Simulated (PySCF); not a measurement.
**A search over the determinants of PbO**

Unrestricted PBE0; Pb cc-pVDZ-PP with ECP60, O cc-pVDZ; scalar-relativistic core potentials (PySCF 2.14). Outer shells of the fragments: Pb 5d10 6s2 6p2; O 2s2 2p4.

Followed along the bond (rough minima from three points):

| 2Ms+1 | unpaired | ⟨S²⟩ at the start | R at minimum (Å) | Te (eV) |
| --- | --- | --- | --- | --- |
| 1 | none | 0.00 | 1.93 | 0.00 |
| 3 | π ↑↑ | 2.01 | none in the scan | ≤ 1.68 |
| 5 | σ ↑, π ↑↑↑ | 6.01 | none in the scan | ≤ 4.86 |

Solutions found at the starting distance of 1.995 Å, counted from the lowest of them; the search is not exhaustive and high or unbound solutions are not listed, so other states can lie among these:

```csv
2Ms+1,unpaired,term,E (eV),⟨S²⟩,⟨Lz²⟩,μ (D)
1,none,¹Σ⁺,0.00,0.00,0.00,-4.54
3,π ↑↑,mixed,1.91,2.01,2.01,-2.09
3,π ↑↑,mixed,2.18,2.00,2.00,-2.19
1,π ↑↓,mixed,2.25,1.01,2.01,-2.24
3,"σ ↑, π ↑",³Π,2.43,2.01,1.01,-3.33
1,"σ ↓, π ↑",mixed,2.58,1.02,1.00,-3.32
```

A term symbol is given only where ⟨S²⟩ and ⟨Lz²⟩ are close to those of a pure state; real π, δ and φ orbitals otherwise mix terms. A positive dipole means Pb(−)O(+).

The measured ground state is X ¹Σ+ (Huber and Herzberg, Constants of Diatomic Molecules (1979)).

These are scalar-relativistic numbers at best; spin–orbit coupling would shift them, the dissociation energy most. Counting both spins, an empty level lies below a filled one in some of these solutions, because spin and occupation are held.
